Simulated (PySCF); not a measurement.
Electron correlation in As²⁺ (arsenic, charge +2)

[Ar] 3d10 4s2 5s1, 2S determinant (an excited configuration). Computed with PySCF 2.14 in x2c-TZVPPall with one added diffuse shell each of s, p, d type (7s6p5d1f, 57 functions), with the spin-free X2C one-electron Hamiltonian (Gaussian nucleus). Frozen: [Ar] 3d10; 3 electrons correlated.

MP2 pair energies summed by pair of shells (mhartree):

```
 pair  energy  share (%)
4s-4s  -29.16       74.2
4s-5s  -10.15       25.8
```

Total MP2 correlation energy: -39.31 mhartree.

Same-spin part -3.86 and opposite-spin part -35.45 mhartree; SCS-MP2 scales them by 1/3 and 6/5 to -43.82 mhartree.
